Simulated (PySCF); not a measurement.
# XPS shifts beside NMR shieldings

Species: C4H11AlO2S.
SMILES with atom numbers: `[CH3:1][C:2](=[O:3])[O:4][CH2:5][S@@+:6]([CH3:7])[AlH3-:8]`

Binding energies: delta-SCF UKS SCAN, pcX-2 on the ionised atom, pcseg-1 elsewhere, spin-free X2C in PySCF 2.14.0. Shieldings: GIAO HF/pcSseg-1, non-relativistic, same geometry.

```json
{"atom": "C1", "C 1s (eV)": "291.42"}
{"atom": "C2", "C 1s (eV)": "294.85"}
{"atom": "C5", "C 1s (eV)": "293.40"}
{"atom": "C7", "C 1s (eV)": "291.97"}
```

Question: What are the absolute isotropic shieldings of these atoms?

Answer: 
```tsv
atom	environment	C 1s (eV)	isotropic shielding (ppm)
C1	methyl carbon next to a carbonyl	291.42	169.8
C7	S-methyl carbon	291.97	172.4
C5	sp3 carbon bound to oxygen	293.40	133.1
C2	ester carbonyl carbon	294.85	14.5
```

Question: Among the listed atoms, is the one with the highest binding energy also the least shielded?

Answer: Yes: C2 has both (294.85 eV, 14.5 ppm).

By binding energy: C1 < C7 < C5 < C2. By shielding: C2 < C5 < C1 < C7.

The unrestricted hole states depart most from a pure doublet (⟨S²⟩ = 0.75; over 0.85 named) for C 1s of C2 (0.91), which makes this value less certain. Geometry: PBE0-D3(BJ)/def2-SVP, one conformer, isolated molecule.

Shape of the structure used: `[CH3:1][C:2](=[O:3])[O:4][CH2:5][S@@+:6]([CH3:7])[AlH3-:8]`: C1–C2–O4–C5 170°, C2–O4–C5–S6 -126°, O4–C5–S6–C7 -63°.
